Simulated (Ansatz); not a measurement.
Ligand exchange: CH4 + C4H9I → HI + C5H12

Species: CH4 (methane) `C`, singlet; C4H9I (tert-butyl iodide) `CC(C)(C)I`, singlet; HI (hydrogen iodide), singlet; C5H12 (neopentane) `CC(C)(C)C`, singlet. The partners trade CH3 for I: H–CH3 and C–I bonds give way to H–I and C–CH3.

Shapes, held fixed at every level: PBE0-D4/def2-TZVP. Programs: Ansatz 0.2.0. Electronic energies: no zero-point or thermal term.

```csv
level,kind,ΔE (kJ/mol),less CCSD(T)/def2-TZVPP
SPW92/def2-TZVPP,LDA,+4.7,-5.2
PBE-D4/def2-TZVPP,GGA,+16.2,+6.3
B3LYP-D4/def2-TZVPP,global hybrid,+15.5,+5.6
PBE0-D4/def2-TZVPP,global hybrid,+10.5,+0.6
r2SCAN0-D4/def2-TZVPP,global hybrid,+9.6,-0.3
wB97X-V/def2-TZVPP,range-separated hybrid,+5.6,-4.3
CCSD(T)/def2-TZVPP,coupled cluster or CI,+9.9,0.0
```

The highest level, CCSD(T)/def2-TZVPP, gives ΔE = +9.9 kJ/mol; the levels span +4.7 to +16.2. The column of differences is taken from that level and isn't an error. No measured value is set beside it here. For atoms past krypton def2 sets carry core potentials with scalar relativity. Outer-core shells of I are correlated, in sets that cover them unevenly.
